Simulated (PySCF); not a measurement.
Isomers of C3H8N2SSi.

All values: wB97X-D/def2-SVPD (PySCF) at GFN2-xTB geometries, gas phase, one conformer each. Core orbitals are frozen in the response; Δα² is half the sum of the squared differences of the principal polarisabilities.

(1) Rank by mean static polarisability, lowest first.
A. `[CH:1]#[C:2][CH2:3][S:4][SiH:5]([NH2:6])[NH2:7]` with C2–C3–S4–Si5 -72°, C3–S4–Si5–N6 161°, S4–Si5–N6–H 166° and 24°, S4–Si5–N7–H 36° and -179°
B. `[NH2:1][SiH:2]([NH2:3])[C:4]#[C:5][CH2:6][SH:7]` with H–N1–Si2–N3 -48° and 177°, N1–Si2–N3–H 180° and -44°, C5–C6–S7–H 54°
C. `[CH3:1][S:2][CH2:3][Si@H:4]([NH2:5])[C:6]#[N:7]` with C1–S2–C3–Si4 -178°, S2–C3–Si4–N5 -64°, C3–Si4–N5–H 45° and -173°

Answers

(1) C (13.85 Å³), A (14.09 Å³), B (14.84 Å³).

All values together:

```
         SMILES  μ (D)  HOMO (eV)  LUMO (eV)  α (Å³)  Δα (Å³)
  N#CCSC[SiH2]N   3.76      -8.96       1.17   13.90     4.80
 C#CCS[SiH](N)N   2.35      -8.68       1.53   14.09     3.67
CSC[Si@H](N)C#N   3.75      -8.63       1.11   13.85     5.60
 N[SiH](N)C#CCS   1.45      -8.89       1.26   14.84     7.62
CN[Si@H](C#N)SC   3.72      -9.13       0.98   13.64     2.41
```

Conformers: `[N:1]#[C:2][CH2:3][S:4][CH2:5][SiH2:6][NH2:7]` with C2–C3–S4–C5 -62°, C3–S4–C5–Si6 -178°, S4–C5–Si6–N7 61°, C5–Si6–N7–H -43° and 177°; `[CH:1]#[C:2][CH2:3][S:4][SiH:5]([NH2:6])[NH2:7]` with C2–C3–S4–Si5 -72°, C3–S4–Si5–N6 161°, S4–Si5–N6–H 166° and 24°, S4–Si5–N7–H 36° and -179°; `[CH3:1][S:2][CH2:3][Si@H:4]([NH2:5])[C:6]#[N:7]` with C1–S2–C3–Si4 -178°, S2–C3–Si4–N5 -64°, C3–Si4–N5–H 45° and -173°; `[NH2:1][SiH:2]([NH2:3])[C:4]#[C:5][CH2:6][SH:7]` with H–N1–Si2–N3 -48° and 177°, N1–Si2–N3–H 180° and -44°, C5–C6–S7–H 54°; `[CH3:1][NH:2][Si@H:3]([C:4]#[N:5])[S:6][CH3:7]` with C1–N2–Si3–C4 -56°, N2–Si3–S6–C7 67°.
